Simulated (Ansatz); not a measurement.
Ideal-gas functions of `N=C(Cl)[SiH2]O` at 800 K and 1 bar, from an Ansatz frequency run at PBE0-D4/def2-TZVP.

Molar mass 109.59 g/mol, point group Cs (symmetry number 1), electronic degeneracy 1, moments of inertia 75.766, 280.602, 350.433 u Å². Harmonic wavenumbers (cm⁻¹, unscaled): 68, 129, 246, 279, 355, 396, 518, 669, 719, 799, 814, 909, 925, 962, 980, 1192, 1724, 2249, 2250, 3480, 3842.

Use S(trans) = R[1.5 ln M + 2.5 ln T − 1.1517]; rotational temperatures θ = 24.2544 K / I; S(rot) = R[ln(√π/σ · √(T³/θAθBθC)) + 1.5]; for each mode x = 1.438777 ν̃/T, S = R[x/(eˣ − 1) − ln(1 − e⁻ˣ)] and H = RT x/(eˣ − 1); 1 cm⁻¹ = 0.0119627 kJ/mol; R = 8.31446 J/(mol·K).

**Question.** By hand: the entropy, in J/(mol·K).

**Answer.** Translation 187.9. Rotation: θ = 0.3201, 0.0864, 0.0692 K, giving 126.6. Vibration, mode by mode: 25.79, 20.48, 15.16, 14.13, 12.18, 11.31, 9.20, 7.26, 6.73, 5.98, 5.85, 5.10, 4.98, 4.72, 4.60, 3.40, 1.60, 0.75, 0.75, 0.12, 0.07, in all 160.2. Electronic 0.0. Sum 474.7 J/(mol·K).

**Question.** By hand: H − E and G − E in kJ/mol, counted from the electronic energy.

**Answer.** Zero-point energy ½ × 23505 × 0.0119627 = 140.6; thermal vibration 62.6; translation, rotation and pV give 4 RT = 26.6. H − E = 229.8 kJ/mol, and G − E = 229.8 − 800 × 474.7/1000 = -150.0 kJ/mol.

Vibration gives 34 % of the entropy, 46.3 J/(mol·K) of it from the modes under 150 cm⁻¹: soft modes count most, and the harmonic formula is weakest for them. The sum counts one conformer and one mirror image; others add a mixing term.
